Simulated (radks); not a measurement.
The gallium anion Ga- inside a hard spherical wall (all orbitals vanish at R), configuration held at [Ar] 3d10 4s2 4p2 and not refilled when levels cross. All-electron calculation, scalar-relativistic Kohn-Sham, PBE, spin-unpolarised, spherical densities, finite nucleus; Fermi nuclear charge, rms radius 3.9973 fm. Program: a radial shooting solver on a logarithmic mesh with Libxc functionals. Eigenvalues in eV, with the zero of energy where the potential of the charges vanishes at infinity; a dash marks a level that is unbound or too diffuse for the functional's potential to be trusted. A positive occupied level is held by the wall or, in an anion where self-interaction has pushed it up, behind a barrier. The pressure on the wall is -dE/dV.

[
 {"R (bohr)": "20", "E (hartree)": "-1943.93828", "kinetic (hartree)": "1976.964", "e(3p)": "-94.224", "e(3d)": "-14.517", "e(4s)": "-4.472", "e(4p)": "1.344", "e(5s, empty)": "1.634", "e(5p, empty)": "2.067", "pressure (GPa)": "0.00240"},
 {"R (bohr)": "10", "E (hartree)": "-1943.91905", "kinetic (hartree)": "1977.002", "e(3p)": "-92.554", "e(3d)": "-12.846", "e(4s)": "-2.978", "e(4p)": "2.646", "e(5s, empty)": "4.433", "e(5p, empty)": "6.592", "pressure (GPa)": "0.170"},
 {"R (bohr)": "7", "E (hartree)": "-1943.86419", "kinetic (hartree)": "1977.154", "e(3p)": "-90.514", "e(3d)": "-10.816", "e(4s)": "-1.369", "e(4p)": "4.482", "e(5s, empty)": "9.582", "e(5p, empty)": "13.721", "pressure (GPa)": "1.96"},
 {"R (bohr)": "6", "E (hartree)": "-1943.80202", "kinetic (hartree)": "1977.347", "e(3p)": "-89.027", "e(3d)": "-9.345", "e(4s)": "-0.217", "e(4p)": "5.970", "e(5s, empty)": "14.058", "e(5p, empty)": "19.364", "pressure (GPa)": "5.93"},
 {"R (bohr)": "5", "E (hartree)": "-1943.65264", "kinetic (hartree)": "1977.813", "e(3p)": "-86.481", "e(3d)": "-6.843", "e(4s)": "1.900", "e(4p)": "8.786", "e(5s, empty)": "22.667", "e(5p, empty)": "29.651", "pressure (GPa)": "21.9"},
 {"R (bohr)": "4", "E (hartree)": "-1943.22943", "kinetic (hartree)": "1979.087", "e(3p)": "-81.760", "e(3d)": "-2.250", "e(4s)": "6.516", "e(4p)": "14.883", "e(5s, empty)": "41.374", "e(5p, empty)": "50.951", "pressure (GPa)": "105"},
 {"R (bohr)": "3", "E (hartree)": "-1941.69723", "kinetic (hartree)": "1983.563", "e(3p)": "-71.375", "e(3d)": "7.804", "e(4s)": "19.621", "e(4p)": "31.367", "e(5s, empty)": "90.650", "e(5p, empty)": "104.48", "pressure (GPa)": "769"},
 {"R (bohr)": "1.5", "E (hartree)": "-1910.65168", "kinetic (hartree)": "2070.566", "e(3p)": "11.057", "e(3d)": "95.834", "e(4s)": "209.89", "e(4p)": "237.35", "e(5s, empty)": "597.60", "e(5p, empty)": "611.23", "pressure (GPa)": "87900"}
]
